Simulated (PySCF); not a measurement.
C₅H₂F₂NO (doublet state).
Structure used (GFN2-xTB), in Å, numbered top down from 1:
```
atom  x, y, z in Å
N1    -1.4002    2.5026   -0.6100
C2    -1.4048    1.3623   -0.4149
C3    -1.3687    0.0081   -0.1824
F4    -2.5091   -0.6528    0.0508
C5    -0.1240   -0.7803   -0.1260
O6     0.8420   -0.4086   -1.1421
C7     1.7263   -0.0044   -0.1561
C8     0.9334   -0.3169    0.8674
F9     0.9413   -0.2340    2.1886
H10   -0.3348   -1.8521   -0.1393
H11    2.7040    0.3786   -0.3617
```

The hyperfine couplings belong to this conformer and change with its torsions.

The species is `N#C[C](F)[C@H]1OC=C1F` [radical].

The calculation used UKS B3LYP, pcH-1 on C F H N O, non-relativistic, mean-field spin-orbit, GIAO in PySCF 2.14.0. Isolated species at its GFN2-xTB geometry (one conformer only). A GFN2-xTB geometry isn't a minimum of the functional, and hyperfine couplings can be far from their values at a DFT geometry. Stability of the SCF solution: not tested.

Problem. The isotropic 13C couplings are +76.8, -58.3, +56.9, -29.4, -1.5 MHz. Assign them to C2; C3; C5; C7; C8.

Solution. 
```json
{"site": "C2", "a_iso (MHz)": "-58.3", "ρ(0) (bohr⁻³)": "-0.0519", "position": "1 bond from C3", "distance from C3 (Å)": "1.37", "spin population": "-0.18", "largest |T| (MHz)": "19.8"}
{"site": "C3", "a_iso (MHz)": "+76.8", "ρ(0) (bohr⁻³)": "+0.0683", "position": "largest spin population", "distance from C3 (Å)": "0.00", "spin population": "+0.72", "largest |T| (MHz)": "137.1"}
{"site": "C5", "a_iso (MHz)": "-29.4", "ρ(0) (bohr⁻³)": "-0.0261", "position": "1 bond from C3", "distance from C3 (Å)": "1.47", "spin population": "-0.05", "largest |T| (MHz)": "2.4"}
{"site": "C7", "a_iso (MHz)": "-1.5", "ρ(0) (bohr⁻³)": "-0.0014", "position": "3 bonds from C3", "distance from C3 (Å)": "3.10", "spin population": "+0.01", "largest |T| (MHz)": "3.2"}
{"site": "C8", "a_iso (MHz)": "+56.9", "ρ(0) (bohr⁻³)": "+0.0506", "position": "2 bonds from C3", "distance from C3 (Å)": "2.55", "spin population": "+0.05", "largest |T| (MHz)": "12.9"}
```

Problem. Match the computed a_iso(19F) values +128.7, +1.5 MHz with the sites F4; F9.

Solution. 
```tsv
site	a_iso (MHz)	ρ(0) (bohr⁻³)	position	distance from C3 (Å)	bound to	spin population there	largest |T| (MHz)
F4	+128.7	+0.0306	1 bond from C3	1.34	C3	+0.72	462.1
F9	+1.5	+0.0004	3 bonds from C3	3.32	C8	+0.05	18.0
```

Problem. Match the computed a_iso(1H) values +10.2, -1.2 MHz with the sites H10; H11.

Solution. 
```
site  a_iso (MHz)  ρ(0) (bohr⁻³)            position  distance from C3 (Å)  bound to  spin population there  largest |T| (MHz)
 H10        +10.2        +0.0023  β, 2 bonds from C3                  2.13        C5                  -0.05                7.6
 H11         -1.2        -0.0003     4 bonds from C3                  4.09        C7                  +0.01                2.6
```

ρ(0) is the spin density at the nucleus and T the dipolar tensor. The Mulliken spin populations are largest on C3 (+0.72), N1 (+0.34), C2 (-0.18) and F4 (+0.07). The angles at C3 add up to 360.0°, so it is planar.

Hardware: one thread of an Arm Neoverse V1, shared host with 32 logical CPUs at a one-minute load of 27. Cost: 69 s wall (with the writing of density and orbital grids), 1.0 GiB resident at most.
